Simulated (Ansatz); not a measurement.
C2H3O (SMILES [CH2]C=O) moved off its minimum; all values from Ansatz (a first-principles code), cores frozen in correlated methods. Open shells are unrestricted.
(charge 0, multiplicity 2)
```xyz
6

C     -1.1265     0.1185     0.1085
C      0.4096     0.3128    -0.0155
O      1.0654    -0.5712    -0.0211
H     -1.5924    -0.8094     0.0274
H     -1.8322     1.0343     0.0309
H      0.7562     1.3587    -0.0274
```

Forces at r2SCAN/def2-TZVPP (eV/Å):

```tsv
atom	Fx	Fy	Fz
C1	0.534	4.191	-0.592
C2	-9.561	8.095	0.754
O3	8.070	-9.658	-0.302
H4	-0.367	-1.672	0.008
H5	1.290	-1.506	0.261
H6	0.035	0.550	-0.130
```

Problem. Give the forces (eV/Å), the total energy and the dipole at CCSD(T)/cc-pVTZ.

Solution. 
```json
[
 {"atom": "C1", "Fx": "0.406", "Fy": "4.190", "Fz": "-0.553"},
 {"atom": "C2", "Fx": "-9.852", "Fy": "8.809", "Fz": "0.731"},
 {"atom": "O3", "Fx": "8.483", "Fy": "-10.203", "Fz": "-0.301"},
 {"atom": "H4", "Fx": "-0.340", "Fy": "-1.656", "Fz": "-0.005"},
 {"atom": "H5", "Fx": "1.325", "Fy": "-1.524", "Fz": "0.253"},
 {"atom": "H6", "Fx": "-0.022", "Fy": "0.383", "Fz": "-0.126"}
]
```
Energy -152.8870 hartree, dipole 1.94 D.
